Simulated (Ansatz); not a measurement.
Ga₄P₄H₁₄⁺, a cluster cut from wurtzite GaP (hydrogen-capped). Total charge 1; doublet. Geometry PBE-D4/def2-SVP, that of the neutral singlet; atoms count from 1.

```xyz
22

Ga    1.330   -1.048   -2.119
P     1.178   -2.072    0.138
Ga    1.042    2.498   -0.181
P     0.029    0.910   -1.659
P     0.903    1.142    1.894
Ga   -0.034   -1.055    1.928
Ga   -2.311    0.531   -1.319
P    -2.131   -0.651    0.858
H     2.865   -0.707   -2.263
H     0.544   -2.066   -3.035
H     2.469   -2.356    0.682
H     0.694   -3.416    0.081
H     2.596    2.619   -0.433
H     0.080    3.715    0.112
H     0.052    1.598   -2.916
H     2.178    1.008    2.528
H     0.238    1.844    2.947
H    -0.058   -1.811    3.307
H    -2.868   -0.580   -2.292
H    -3.068    1.865   -0.948
H    -2.781   -1.924    0.828
H    -2.948   -0.044    1.862
```

Single mean-field runs in def2-TZVP are fitted with def2-universal-jkfit.

**Question.** Estimate the Mulliken populations from the PBE0/def2-TZVP orbitals of Ansatz.

**Answer.** 
| atom | charge (e) | spin (α − β) |
| --- | --- | --- |
| Ga1 | 0.24 | 0.07 |
| P2 | -0.28 | 0.02 |
| Ga3 | 0.24 | 0.07 |
| P4 | -0.31 | 0.43 |
| P5 | -0.28 | 0.02 |
| Ga6 | 0.25 | 0.01 |
| Ga7 | 0.23 | 0.00 |
| P8 | -0.29 | 0.00 |
| H9 | 0.00 | 0.01 |
| H10 | 0.03 | 0.12 |
| H11 | 0.16 | 0.00 |
| H12 | 0.16 | 0.00 |
| H13 | 0.00 | 0.01 |
| H14 | 0.03 | 0.12 |
| H15 | 0.17 | -0.01 |
| H16 | 0.16 | 0.00 |
| H17 | 0.16 | 0.00 |
| H18 | 0.01 | 0.00 |
| H19 | 0.01 | 0.07 |
| H20 | 0.01 | 0.07 |
| H21 | 0.15 | 0.00 |
| H22 | 0.15 | 0.00 |
Mulliken values depend strongly on the basis.

**Question.** Where does the spin sit?

**Answer.** Summed by element: Ga 0.15, P 0.46, H 0.39, of 1 unpaired in all. Largest on single atoms: P4 0.43, H14 0.12, H10 0.12.

**Question.** And the Mayer bond orders between heavy atoms (over 0.3)?

**Answer.** Ga1–P2 0.63 (2.48 Å); Ga1–P4 0.60 (2.39 Å); P2–Ga6 0.74 (2.39 Å); Ga3–P4 0.60 (2.39 Å); Ga3–P5 0.63 (2.48 Å); P4–Ga7 0.74 (2.39 Å); P5–Ga6 0.74 (2.39 Å); Ga6–P8 0.77 (2.39 Å); Ga7–P8 0.61 (2.48 Å).
